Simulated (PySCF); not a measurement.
Ga2 (SMILES [Ga][Ga]), triplet, geometry from GFN2-xTB (such geometries of metal compounds can be far from the true shape); HF/6-31G** (PySCF).

The PySCF input:
```python
from pyscf import gto, scf

mol = gto.M(
    atom='''
Ga   -0.00000000   -0.00000000   -1.36141857
Ga    0.00000000    0.00000000    1.36141857
''',
    basis='6-31g**',
    spin=2,
    verbose=4,
)

mf = scf.UHF(mol)
mf.kernel()
mf.analyze()
```

Task: Write the output that PySCF gives for this input, abridged.

Result: 
```
PySCF version 2.14.0

[INPUT] verbose = 4
[INPUT] num. atoms = 2
[INPUT] num. electrons = 62
[INPUT] charge = 0
[INPUT] spin (= nelec alpha-beta = 2S) = 2
[INPUT] symmetry False subgroup None
[INPUT] Mole.unit = angstrom
[INPUT] Symbol           X                Y                Z      unit          X                Y                Z       unit  Magmom
[...]
nuclear repulsion = 186.768166271641
number of shells = 24
number of NR pGTOs = 190
number of NR cGTOs = 64
basis = 6-31g**
ecp = {}

******** <class 'pyscf.scf.uhf.UHF'> ********
method = UHF
initial guess = minao
damping factor = 0
level_shift factor = 0
DIIS = <class 'pyscf.scf.diis.CDIIS'>
diis_start_cycle = 1
diis_space = 8
diis_damp = 0
SCF conv_tol = 1e-09
SCF conv_tol_grad = None
SCF max_cycles = 50
direct_scf = True
direct_scf_tol = 1e-13
number electrons alpha = 32  beta = 30
Set gradient conv threshold to 3.16228e-05
init E= -3844.7546832315

cycle= 1 E= -3845.88195786238  delta_E= -1.13  |g|= 0.118  |ddm|= 0.937
cycle= 2 E= -3845.89235208443  delta_E= -0.0104  |g|= 0.0853  |ddm|= 0.271
cycle= 3 E= -3845.8943869033  delta_E= -0.00203  |g|= 0.0166  |ddm|= 0.0658
cycle= 4 E= -3845.8952230923  delta_E= -0.000836  |g|= 0.00719  |ddm|= 0.084
cycle= 5 E= -3845.89540901137  delta_E= -0.000186  |g|= 0.00404  |ddm|= 0.0346
cycle= 6 E= -3845.89550049492  delta_E= -9.15e-05  |g|= 0.00217  |ddm|= 0.0258
cycle= 7 E= -3845.89553464363  delta_E= -3.41e-05  |g|= 0.000497  |ddm|= 0.0226
cycle= 8 E= -3845.89553585334  delta_E= -1.21e-06  |g|= 8.35e-05  |ddm|= 0.00434
cycle= 9 E= -3845.89553587587  delta_E= -2.25e-08  |g|= 1.06e-05  |ddm|= 0.000739
cycle= 10 E= -3845.89553587604  delta_E= -1.71e-10  |g|= 2.24e-06  |ddm|= 5.37e-05
Extra cycle  E= -3845.89553587605  delta_E= -7.28e-12  |g|= 8.28e-07  |ddm|= 7.14e-06
converged SCF energy = -3845.89553587605  <S^2> = 2.0225349  2S+1 = 3.0149858
**** SCF Summaries ****
Total Energy =                       -3845.895535876050417
Nuclear Repulsion Energy =             186.768166271641206
One-electron Energy =                -5739.902770915565270
Two-electron Energy =                 1707.239068767873277
Two-electron Coulomb Energy =         1854.132592883637244
DFT Exchange-Correlation Energy =     -146.893524115763967
**** MO energy ****
                             alpha | beta                alpha | beta
[...]
To work with the spin densities directly, `use mulliken_meta_spin()` only printing them here.

 ** Mulliken spin pop alpha/beta on meta-lowdin orthogonal AOs **
 ** Mulliken Spin Density (per AO)  **
spin_pop of  0 Ga 1s       -0.00000
spin_pop of  0 Ga 2s        0.00000
spin_pop of  0 Ga 3s        0.00002
spin_pop of  0 Ga 4s        0.00542
spin_pop of  0 Ga 5s        0.00091
spin_pop of  0 Ga 2px       0.00000
spin_pop of  0 Ga 2py       0.00000
spin_pop of  0 Ga 2pz       0.00000
spin_pop of  0 Ga 3px       0.00002
spin_pop of  0 Ga 3py       0.00002
spin_pop of  0 Ga 3pz      -0.00000
spin_pop of  0 Ga 4px       0.49332
spin_pop of  0 Ga 4py       0.49332
spin_pop of  0 Ga 4pz      -0.00520
spin_pop of  0 Ga 5px       0.00336
spin_pop of  0 Ga 5py       0.00336
spin_pop of  0 Ga 5pz      -0.00047
spin_pop of  0 Ga 3dxy      0.00003
spin_pop of  0 Ga 3dyz      0.00001
spin_pop of  0 Ga 3dz^2    -0.00002
spin_pop of  0 Ga 3dxz      0.00001
spin_pop of  0 Ga 3dx2-y2    0.00003
spin_pop of  0 Ga 4dxy      0.00000
spin_pop of  0 Ga 4dyz      0.00164
spin_pop of  0 Ga 4dz^2    -0.00034
spin_pop of  0 Ga 4dxz      0.00164
spin_pop of  0 Ga 4dx2-y2    0.00000
spin_pop of  0 Ga 5dxy     -0.00003
spin_pop of  0 Ga 5dyz      0.00165
spin_pop of  0 Ga 5dz^2    -0.00031
spin_pop of  0 Ga 5dxz      0.00165
spin_pop of  0 Ga 5dx2-y2   -0.00003
spin_pop of  1 Ga 1s       -0.00000
spin_pop of  1 Ga 2s        0.00000
spin_pop of  1 Ga 3s        0.00002
spin_pop of  1 Ga 4s        0.00542
spin_pop of  1 Ga 5s        0.00091
spin_pop of  1 Ga 2px       0.00000
spin_pop of  1 Ga 2py       0.00000
spin_pop of  1 Ga 2pz       0.00000
spin_pop of  1 Ga 3px       0.00002
spin_pop of  1 Ga 3py       0.00002
spin_pop of  1 Ga 3pz      -0.00000
spin_pop of  1 Ga 4px       0.49332
spin_pop of  1 Ga 4py       0.49332
spin_pop of  1 Ga 4pz      -0.00520
spin_pop of  1 Ga 5px       0.00336
spin_pop of  1 Ga 5py       0.00336
spin_pop of  1 Ga 5pz      -0.00047
spin_pop of  1 Ga 3dxy      0.00003
spin_pop of  1 Ga 3dyz      0.00001
spin_pop of  1 Ga 3dz^2    -0.00002
spin_pop of  1 Ga 3dxz      0.00001
spin_pop of  1 Ga 3dx2-y2    0.00003
spin_pop of  1 Ga 4dxy      0.00000
spin_pop of  1 Ga 4dyz      0.00164
spin_pop of  1 Ga 4dz^2    -0.00034
spin_pop of  1 Ga 4dxz      0.00164
spin_pop of  1 Ga 4dx2-y2    0.00000
spin_pop of  1 Ga 5dxy     -0.00003
spin_pop of  1 Ga 5dyz      0.00165
spin_pop of  1 Ga 5dz^2    -0.00031
spin_pop of  1 Ga 5dxz      0.00165
spin_pop of  1 Ga 5dx2-y2   -0.00003
 ** Mulliken Spin Density (per atom)  **
spin density of  0 Ga =      1.00000
spin density of  1 Ga =      1.00000
 ** Mulliken pop alpha/beta on meta-lowdin orthogonal AOs **
 ** Mulliken pop       alpha | beta **
In total            32.00000 | 30.00000
 ** Mulliken atomic charges   ( Nelec_alpha | Nelec_beta ) **
charge of  0Ga =      0.00000  (    16.00000     15.00000 )
charge of  1Ga =     -0.00000  (    16.00000     15.00000 )
Dipole moment(X, Y, Z, Debye):  0.00000,  0.00000, -0.00000
```
